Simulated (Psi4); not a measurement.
A run for Psi4: SAPT0/aug-cc-pVDZ on GaH5O2 (a complex), monomers drawn apart or pushed together.

```
memory 1837 MB

molecule dimer {
0 1
O    -0.44824870   -0.98185870    1.02826451
Ga    0.38575375   -0.38299469   -0.43807130
H    -0.36309947   -0.40264646    1.80230784
H     0.24030760   -1.32181315   -1.67653740
H     1.16036568    0.97718944   -0.36172285
--
0 1
O    -0.43336645    0.81284116    4.18522868
H    -0.05967329    0.25748446    4.87841427
H    -1.33812609    0.99832568    4.46014758
units angstrom
symmetry c1
no_reorient
no_com
}

set {
  basis aug-cc-pVDZ
  scf_type df
  freeze_core true
}

energy('sapt0')
```

The log:

```
[...]
==> Input File <==

--------------------------------------------------------------------------
memory 1837 MB

molecule dimer {
0 1
O    -0.44824870   -0.98185870    1.02826451
Ga    0.38575375   -0.38299469   -0.43807130
H    -0.36309947   -0.40264646    1.80230784
H     0.24030760   -1.32181315   -1.67653740
H     1.16036568    0.97718944   -0.36172285
--
0 1
O    -0.43336645    0.81284116    4.18522868
H    -0.05967329    0.25748446    4.87841427
H    -1.33812609    0.99832568    4.46014758
units angstrom
symmetry c1
no_reorient
no_com
}

set {
  basis aug-cc-pVDZ
  scf_type df
  freeze_core true
}

energy('sapt0')
--------------------------------------------------------------------------


   => Loading Basis Set <=

    Name: AUG-CC-PVDZ
    Role: ORBITAL
    Keyword: BASIS
    atoms 1, 6     entry O          line   254 file aug-cc-pvdz.gbs
    atoms 2        entry GA         line  2890 file aug-cc-pvdz.gbs
    atoms 3-5, 7-8 entry H          line    40 file aug-cc-pvdz.gbs

   => Loading Basis Set <=

    Name: AUG-CC-PVDZ
    Role: ORBITAL
    Keyword: BASIS
    atoms 1, 6     entry O          line   254 file aug-cc-pvdz.gbs
    atoms 2        entry GA         line  2890 file aug-cc-pvdz.gbs
    atoms 3-5, 7-8 entry H          line    40 file aug-cc-pvdz.gbs


  //>>>>>>>>>>>>>>>>>>>>>>>>>>>>>>>>>>>//
  //              Dimer HF             //
  //<<<<<<<<<<<<<<<<<<<<<<<<<<<<<<<<<<<//

   => Libint2 <=

    Primary   basis highest AM E, G, H:  7, 6, 3
    Auxiliary basis highest AM E, G, H:  7, 7, 4
    Onebody   basis highest AM E, G, H:  -, -, -
    Solid Harmonics ordering:            Gaussian


   => Loading Basis Set <=

    Name: AUG-CC-PVDZ
    Role: ORBITAL
    Keyword: BASIS
    atoms 1, 6     entry O          line   254 file aug-cc-pvdz.gbs
    atoms 2        entry GA         line  2890 file aug-cc-pvdz.gbs
    atoms 3-5, 7-8 entry H          line    40 file aug-cc-pvdz.gbs


         ---------------------------------------------------------
                                   SCF
               by Justin Turney, Rob Parrish, Andy Simmonett
                          and Daniel G. A. Smith
                              RHF Reference
                        1 Threads,   1751 MiB Core
         ---------------------------------------------------------

  ==> Geometry <==

    Molecular point group: c1
    Full point group: C1

    Geometry (in Angstrom), charge = 0, multiplicity = 1:

       Center              X                  Y                   Z               Mass
    ------------   -----------------  -----------------  -----------------  -----------------
         O           -0.448248700000    -0.981858700000     1.028264510000    15.994914619570
         GA           0.385753750000    -0.382994690000    -0.438071300000    68.925573500000
         H           -0.363099470000    -0.402646460000     1.802307840000     1.007825032230
         H            0.240307600000    -1.321813150000    -1.676537400000     1.007825032230
         H            1.160365680000     0.977189440000    -0.361722850000     1.007825032230
         O           -0.433366450000     0.812841160000     4.185228680000    15.994914619570
         H           -0.059673290000     0.257484460000     4.878414270000     1.007825032230
         H           -1.338126090000     0.998325680000     4.460147580000     1.007825032230

  Running in c1 symmetry.

  Rotational constants: A =      0.40880  B =      0.04321  C =      0.04116 [cm^-1]
  Rotational constants: A =  12255.40920  B =   1295.35779  C =   1233.98450 [MHz]
  Nuclear repulsion =  166.633100247071411

  Charge       = 0
  Multiplicity = 1
  Electrons    = 52
  Nalpha       = 26
  Nbeta        = 26

  ==> Algorithm <==

  SCF Algorithm Type is DF.
  DIIS enabled.
  MOM disabled.
  Fractional occupation disabled.
  Guess Type is SAD.
  Energy threshold   = 1.00e-08
  Density threshold  = 1.00e-08
  Integral threshold = 1.00e-12

  ==> Primary Basis <==

  Basis Set: AUG-CC-PVDZ
    Blend: AUG-CC-PVDZ
    Number of shells: 57
    Number of basis functions: 127
    Number of Cartesian functions: 134
    Spherical Harmonics?: true
    Max angular momentum: 2

   => Loading Basis Set <=

    Name: (AUG-CC-PVDZ AUX)
    Role: JKFIT
    Keyword: DF_BASIS_SCF
    atoms 1, 6     entry O          line   270 file aug-cc-pvdz-jkfit.gbs
    atoms 2        entry GA         line   936 file aug-cc-pvdz-jkfit.gbs
    atoms 3-5, 7-8 entry H          line    70 file aug-cc-pvdz-jkfit.gbs

  ==> Integral Setup <==

  DFHelper Memory: AOs need 0.066 GiB; user supplied 1.283 GiB.
  SCF_SUBTYPE=INCORE selected. In-core MEM_DF algorithm will be used.
  Using in-core AOs.

  ==> MemDFJK: Density-Fitted J/K Matrices <==

    J tasked:                   Yes
    K tasked:                   Yes
    wK tasked:                   No
    OpenMP threads:               1
    Algorithm:                 Core
    Schwarz Cutoff:           1E-12
    Mask sparsity (%):       2.7652
    Fitting Con
[...]
 101.390354   127A    543.775311

    Final Occupation by Irrep:
              A
    DOCC [     5 ]
    NA   [     5 ]
    NB   [     5 ]

  @DF-RHF Final Energy:   -76.04109230734092

   => Energetics <=

    Nuclear Repulsion Energy =              9.1310301592100682
    One-Electron Energy =                -122.8661837841662816
    Two-Electron Energy =                  37.6940613176152866
    Total Energy =                        -76.0410923073409322

Computation Completed


Properties will be evaluated at   0.000000,   0.000000,   0.000000 [a0]

Properties computed using the SCF density matrix


 Multipole Moments:

 ------------------------------------------------------------------------------------
     Multipole            Electronic (a.u.)      Nuclear  (a.u.)        Total (a.u.)
 ------------------------------------------------------------------------------------

 L = 1.  Multiply by 2.5417464519 to convert [e a0] to [Debye]
 Dipole X            :          8.8372467           -9.1930092           -0.3557625
 Dipole Y            :        -14.9096366           14.6615146           -0.2481220
 Dipole Z            :        -80.2708925           80.9188121            0.6479197
 Magnitude           :                                                    0.7796995

 ------------------------------------------------------------------------------------

  Constructing Basis Sets for SAPT...

   => Loading Basis Set <=

    Name: (AUG-CC-PVDZ AUX)
    Role: RIFIT
    Keyword: DF_BASIS_SAPT
    atoms 1, 6     entry O          line   204 file aug-cc-pvdz-ri.gbs
    atoms 2        entry GA         line   690 file aug-cc-pvdz-ri.gbs
    atoms 3-5, 7-8 entry H          line    30 file aug-cc-pvdz-ri.gbs

   => Loading Basis Set <=

    Name: (AUG-CC-PVDZ AUX)
    Role: JKFIT
    Keyword: DF_BASIS_ELST
    atoms 1, 6     entry O          line   270 file aug-cc-pvdz-jkfit.gbs
    atoms 2        entry GA         line   936 file aug-cc-pvdz-jkfit.gbs
    atoms 3-5, 7-8 entry H          line    70 file aug-cc-pvdz-jkfit.gbs


  //>>>>>>>>>>>>>>>>>>>>>>>>>>>>>>>>>>>//
  //               SAPT0               //
  //<<<<<<<<<<<<<<<<<<<<<<<<<<<<<<<<<<<//



        SAPT0
    Ed Hohenstein
     6 June 2009

      Orbital Information
  --------------------------
    NSO        =       127
    NMO        =       127
    NRI        =       389
    NRI (Elst) =       526
    NOCC A     =        21
    NOCC B     =         5
    FOCC A     =        10
    FOCC B     =         1
    NVIR A     =       106
    NVIR B     =       122

    Elst10,r            =    -0.003962622925 [Eh]
    Exch10              =     0.000813323286 [Eh]
    Exch10 (S^2)        =     0.000812751018 [Eh]

    Maxiter = 50
    CPHF R converge = 1.000000E-08

    Iter     Energy [mEh]          dE [mEh]         Residual      Time [s]
       1      -0.17748211       0.177482113     2.664415e-03             0
       2      -0.20300703       0.025524914     1.435926e-03             0
       3      -0.21442951       0.011422483     4.101058e-04             0
       4      -0.21501646       0.000586947     1.120856e-04             0
       5      -0.21415881      -0.000857650     1.956860e-05             0
       6      -0.21423256       0.000073753     6.955989e-06             0
       7      -0.21425350       0.000020940     1.527442e-06             0
       8      -0.21424463      -0.000008871     3.448106e-07             0
       9      -0.21424598       0.000001355     6.805904e-08             0
      10      -0.21424586      -0.000000125     1.544249e-08             0
      11      -0.21424586      -0.000000001     3.651501e-09             0

    CHF Iterations converged

    Maxiter = 50
    CPHF R converge = 1.000000E-08

    Iter     Energy [mEh]          dE [mEh]         Residual      Time [s]
       1      -0.20615767       0.206157666     2.824133e-03             0
       2      -0.24636533       0.040207667     1.375593e-03             0
       3      -0.25803144       0.011666111     2.745818e-04             0
       4      -0.25741012      -0.000621319     6.908864e-05             0
       5      -0.25709363      -0.000316493     1.112597e-05             0
       6      -0.25717409       0.000080462     2.232335e-06             0
       7      -0.25716353      -0.000010564     3.848953e-07             0
       8      -0.25716447       0.000000936     8.571835e-08             0
       9      -0.25716435      -0.000000119     1.832125e-08             0
      10      -0.25716435       0.000000005     4.854785e-09             0

    CHF Iterations converged

    Ind20,r (A<-B)      =    -0.000214245858 [Eh]
    Ind20,r (B<-A)      =    -0.000257164353 [Eh]
    Ind20,r             =    -0.000471410211 [Eh]
    Exch-Ind20,r (A<-B) =     0.000036620376 [Eh]
    Exch-Ind20,r (B<-A) =     0.000086417380 [Eh]
    Exch-Ind20,r        =     0.000123037756 [Eh]
    Disp20              =    -0.000900688929 [Eh]
    Disp20 (SS)         =    -0.000450344464 [Eh]
    Disp20 (OS)         =    -0.000450344464 [Eh]
    Exch-Disp20         =     0.000065125455 [Eh]
    Exch-Disp20 (SS)    =     0.000041827408 [Eh]
    Exch-Disp20 (OS)    =     0.000023298047 [Eh]

    SAPT Results
  --------------------------------------------------------------------------------------------------------
    Electrostatics                 -3.96262293 [mEh]      -2.48658343 [kcal/mol]     -10.40386506 [kJ/mol]
      Elst10,r                     -3.96262293 [mEh]      -2.48658343 [kcal/mol]     -10.40386506 [kJ/mol]

    Exchange                        0.81332329 [mEh]       0.51036807 [kcal/mol]       2.13537999 [kJ/mol]
      Exch10                        0.81332329 [mEh]       0.51036807 [kcal/mol]       2.13537999 [kJ/mol]
      Exch10(S^2)                   0.81275102 [mEh]       0.51000896 [kcal/mol]       2.13387750 [kJ/mol]

    Induction                      -0.45017575 [mEh]      -0.28248954 [kcal/mol]      -1.18193626 [kJ/mol]
      Ind20,r                      -0.47141021 [mEh]      -0.29581437 [kcal/mol]      -1.23768734 [kJ/mol]
      Exch-Ind20,r                  0.12303776 [mEh]       0.07720736 [kcal/mol]       0.32303558 [kJ/mol]
      delta HF,r (2)               -0.10180329 [mEh]      -0.06388253 [kcal/mol]      -0.26728450 [kJ/mol]

    Dispersion                     -0.83556347 [mEh]      -0.52432400 [kcal/mol]      -2.19377160 [kJ/mol]
      Disp20                       -0.90068893 [mEh]      -0.56519084 [kcal/mol]      -2.36475846 [kJ/mol]
      Exch-Disp20                   0.06512546 [mEh]       0.04086684 [kcal/mol]       0.17098686 [kJ/mol]
      Disp20 (SS)                  -0.45034446 [mEh]      -0.28259542 [kcal/mol]      -1.18237923 [kJ/mol]
      Disp20 (OS)                  -0.45034446 [mEh]      -0.28259542 [kcal/mol]      -1.18237923 [kJ/mol]
      Exch-Disp20 (SS)              0.04182741 [mEh]       0.02624709 [kcal/mol]       0.10981785 [kJ/mol]
      Exch-Disp20 (OS)              0.02329805 [mEh]       0.01461975 [kcal/mol]       0.06116901 [kJ/mol]

  Total HF                         -3.59947538 [mEh]      -2.25870490 [kcal/mol]      -9.45042132 [kJ/mol]
  Total SAPT0                      -4.43503886 [mEh]      -2.78302890 [kcal/mol]     -11.64419292 [kJ/mol]

  Special recipe for scaled SAPT0 (see Manual):
    Electrostatics sSAPT0          -3.96262293 [mEh]      -2.48658343 [kcal/mol]     -10.40386506 [kJ/mol]
    Exchange sSAPT0                 0.81332329 [mEh]       0.51036807 [kcal/mol]       2.13537999 [kJ/mol]
    Induction sSAPT0               -0.44991566 [mEh]      -0.28232634 [kcal/mol]      -1.18125342 [kJ/mol]
    Dispersion sSAPT0              -0.83542581 [mEh]      -0.52423761 [kcal/mol]      -2.19341016 [kJ/mol]
  Total sSAPT0                     -4.43464111 [mEh]      -2.78277931 [kcal/mol]     -11.64314864 [kJ/mol]
  --------------------------------------------------------------------------------------------------------



*** Psi4 exiting successfully. Buy a developer a beer!
```

The run finished.

Cost: about 11 core-seconds (a rough figure).
